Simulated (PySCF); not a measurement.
## Molecular orbitals of CuN

r²SCAN at R = 1.816 Å; basis Cu def2-TZVPP, N def2-TZVPP; no relativity; PySCF 2.14. State: ³Σ⁻ (triplet), unpaired electrons π ↑↑. Only the outer orbitals are listed, counted within each symmetry.

| spin | orbital | occ. | ε (eV) | on Cu (%) | main shells (%) |
| --- | --- | --- | --- | --- | --- |
| α | 8σ | 1 | -8.49 | 50 | 47 Cu d, 45 N p |
| α | 3π | 1 | -8.42 | 47 | 53 N p, 46 Cu d |
| α | 3π | 1 | -8.42 | 47 | 53 N p, 46 Cu d |
| α | 1δ | 1 | -6.96 | 100 | 100 Cu d |
| α | 1δ | 1 | -6.96 | 100 | 100 Cu d |
| α | 4π | 1 | -6.37 | 57 | 54 Cu d, 43 N p |
| α | 4π | 1 | -6.37 | 57 | 54 Cu d, 43 N p |
| α | 9σ | 1 | -6.09 | 71 | 43 Cu d, 29 N p, 28 Cu s |
| α | 10σ | 0 | -3.20 | 89 | 67 Cu s, 16 Cu p, 13 N p |
| α | 5π | 0 | 0.68 | 98 | 94 Cu p |
| α | 5π | 0 | 0.68 | 98 | 94 Cu p |
| β | 7σ | 1 | -16.16 | 17 | 82 N s |
| β | 8σ | 1 | -7.65 | 70 | 69 Cu d, 23 N p |
| β | 3π | 1 | -7.20 | 94 | 94 Cu d |
| β | 3π | 1 | -7.20 | 94 | 94 Cu d |
| β | 1δ | 1 | -6.83 | 100 | 100 Cu d |
| β | 1δ | 1 | -6.83 | 100 | 100 Cu d |
| β | 9σ | 1 | -5.61 | 69 | 52 Cu s, 31 N p, 17 Cu d |
| β | 10σ | 0 | -3.00 | 72 | 40 Cu s, 29 N p, 24 Cu p |
| β | 4π | 0 | -2.98 | 26 | 74 N p, 20 Cu p |
| β | 4π | 0 | -2.98 | 26 | 74 N p, 20 Cu p |

Question: Which are the highest filled and the lowest empty level, where do they sit, and how wide is the gap?

Answer: Highest filled β 9σ at -5.61 eV (in %: 52 Cu s, 31 N p, 17 Cu d); lowest empty α 10σ at -3.20 eV (in %: 67 Cu s, 16 Cu p, 13 N p); the gap at r²SCAN is 2.41 eV.

| Quantity | Value |
| --- | --- |
| bond order (Mayer) | 1.39 |
| ⟨S²⟩ | 2.074 |
| charge on Cu (Mulliken, basis-dependent) | 0.21 |
| charge on Cu (Löwdin, basis-dependent) | 0.14 |
| dipole moment (positive dipole means Cu(−)N(+)) | -3.30 D |

The state is the lowest single determinant that the PBE0 search found; with open d or f shells the true ground state can be another one.
